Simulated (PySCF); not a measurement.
Compound: C5H2F5NO.
Bonds: F1–C2, C2–F3, C2–F4, C2–C5, C5–F6, C5–F7, C5–C8, C8–C9 (aromatic), C9–N10 (aromatic), N10–O11 (aromatic), O11–C12 (aromatic), C8–C12 (aromatic). Hydrogens: H13 on C9; H14 on C12.

Method used: PBE0-D3(BJ)/def2-SVP geometry optimisation, gas phase (PySCF).

Some entries are withheld. Bonds in one row agree within 0.01 Å.

```json
{"coordinate": "F1–C2, C2–F3, C2–F4", "value": "?"}
{"coordinate": "C2–C5", "value": "1.544 Å"}
{"coordinate": "C5–F6, C5–F7", "value": "1.347 Å"}
{"coordinate": "C5–C8", "value": "1.485 Å"}
{"coordinate": "C8–C9", "value": "?"}
{"coordinate": "C9–N10", "value": "1.304 Å"}
{"coordinate": "N10–O11", "value": "1.364 Å"}
{"coordinate": "O11–C12", "value": "1.326 Å"}
{"coordinate": "C8–C12", "value": "?"}
{"coordinate": "C9–H13", "value": "1.089 Å"}
{"coordinate": "C12–H14", "value": "1.088 Å"}
{"coordinate": "F1–C2–F3", "value": "108.9°"}
{"coordinate": "F1–C2–C5", "value": "?"}
{"coordinate": "F3–C2–C5", "value": "?"}
{"coordinate": "C2–C5–F6", "value": "106.9°"}
{"coordinate": "C2–C5–C8", "value": "?"}
{"coordinate": "F6–C5–F7", "value": "108.7°"}
{"coordinate": "F6–C5–C8", "value": "110.6°"}
{"coordinate": "C5–C8–C9", "value": "128.6°"}
{"coordinate": "C5–C8–C12", "value": "128.3°"}
{"coordinate": "C9–C8–C12", "value": "?"}
{"coordinate": "C8–C9–N10", "value": "111.2°"}
{"coordinate": "C9–N10–O11", "value": "106.0°"}
{"coordinate": "N10–O11–C12", "value": "110.2°"}
{"coordinate": "C8–C12–O11", "value": "109.5°"}
```

Question: Estimate the withheld lengths and angles.

Answer: 
- F1–C2, C2–F3, C2–F4 = 1.326 Å, drawn single (fluorine of a CF3 group to CF3 carbon); equal to the sum of covalent radii, 1.33 Å.
- C8–C9 = 1.423 Å, aromatic (substituted aromatic carbon to aromatic CH next to a ring nitrogen); 0.04 Å below the sum of covalent radii, 1.46 Å.
- C8–C12 = 1.363 Å, aromatic (substituted aromatic carbon to aromatic CH next to a ring oxygen); 0.10 Å below the sum of covalent radii, 1.46 Å.
- F1–C2–C5 = 110.9°, at the CF3 carbon; the outer atoms are 2.363 Å apart.
- F3–C2–C5 = 109.7°, at the CF3 carbon; the outer atoms are 2.351 Å apart.
- C2–C5–C8 = 112.8°, at the CF2 carbon; the outer atoms are 2.523 Å apart.
- C9–C8–C12 = 103.1°, at the substituted aromatic carbon, inside a 5-membered ring; the outer atoms are 2.182 Å apart.

Radii are Cordero's, carbon taken as 0.76, 0.73 or 0.69 Å for four, three, and two or fewer neighbours.

Stationary, but not proved a minimum. The numbers are those of one conformer (C2–C5–C8–C9 -81°).
